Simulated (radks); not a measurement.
Excited configurations of the germanium ion Ge2+: one electron is placed in a higher orbital outside [Ar] 3d10 4s1. The ground configuration is [Ar] 3d10 4s2. Calculated with a radial shooting solver on a logarithmic mesh with Libxc functionals: scalar-relativistic Kohn-Sham, r2SCAN, spin-polarised, spherical densities, finite nucleus; open shells are filled with parallel spins first; meta-GGA in the generalised Kohn-Sham scheme; Fermi nuclear charge, rms radius 4.0742 fm. Excitation = E - E(ground); binding = E(ion) - E, where the ion is the core of charge +3; n* = 3/sqrt(2 binding) in atomic units, and the quantum defect is n - n*.

outer orbital  excitation (eV)  binding (eV)     n*  quantum defect  eigenvalue (eV)  <r> (bohr)
4p                       7.910        26.143  2.164           1.836          -21.779       2.258
5s                      19.583        14.470  2.909           2.091          -12.655       4.345
5d                      26.269         7.784  3.966           1.034           -6.556       6.970
6d                      29.030         5.023  4.937           1.063           -4.301       11.42
7p                      29.582         4.471  5.233           1.767           -3.932       13.60
7d                      30.547         3.506  5.910           1.090           -3.038       16.83
7f                      31.462         2.591  6.875           0.125           -2.256       21.87

The Delta-SCF ionisation energy is 34.053 eV (NIST Atomic Spectra Database: 34.058 eV, measured). Self-interaction in the functional shifts the binding energies and quantum defects, so they are the method's values and not measured ones.
